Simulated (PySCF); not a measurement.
## Bonding in `O=CO[C@@H]1C=C[C@@H]1F`

Compound: C5H5FO2.
Numbering: `[O:1]=[CH:2][O:3][C@@H:4]1[CH:5]=[CH:6][C@@H:7]1[F:8]` (hydrogens: H9 on C2; H10 on C4; H11 on C5; H12 on C6; H13 on C7)

Bond orders from the PBE0/pcSseg-1 density (PySCF). One conformer (not necessarily the lowest) at the GFN2-xTB geometry, without solvent, vibrations or thermal averaging.

**Question.** Where do the orders between heavy atoms depart from those drawn in the SMILES?

**Answer.** The largest departure is 0.230, at C5–C6 (drawn double, 1.770). Drawn single, order above 1.12: C2–O3 (1.129). Drawn single, order below 0.88: O3–C4 (0.816).

**Question.** Give the Mayer order of every bond between heavy atoms, beside its length.

**Answer.** 
| bond | drawn as | length (Å) | Mayer order |
| --- | --- | --- | --- |
| O1–C2 | double | 1.194 | 1.954 |
| C2–O3 | single | 1.325 | 1.129 |
| O3–C4 | single | 1.417 | 0.816 |
| C4–C5 | single | 1.507 | 1.026 |
| C5–C6 | double | 1.330 | 1.770 |
| C6–C7 | single | 1.508 | 1.004 |
| C7–F8 | single | 1.366 | 0.914 |
| C7–C4 | single | 1.567 | 0.960 |

Bonds between the same two heavy elements. C–O: lowest O3–C4 (0.816, 1.417 Å), highest O1–C2 (1.954, 1.194 Å). C–C: lowest C7–C4 (0.960, 1.567 Å), highest C5–C6 (1.770, 1.330 Å).

**Question.** And the bonds to hydrogen?

**Answer.** C–H: 0.92 to 1.00 (5 bonds).

**Question.** Sum the orders of all bonds at each heavy atom with more than one neighbour and set the sums beside the valence in the SMILES.

**Answer.** C2 4.020 (drawn 4), O3 1.945 (drawn 2), C4 3.726 (drawn 4), C5 3.798 (drawn 4), C6 3.775 (drawn 4), C7 3.824 (drawn 4). Orders between atoms that aren't bonded are not in these sums.

For a closed shell the Mayer order of atoms A and B is Σ (PS)μν (PS)νμ over the basis functions μ on A and ν on B, with P the density and S the overlap matrix.

Shape of the structure used: `[O:1]=[CH:2][O:3][C@@H:4]1[CH:5]=[CH:6][C@@H:7]1[F:8]`: O1–C2–O3–C4 3°, C2–O3–C4–C5 -171°.
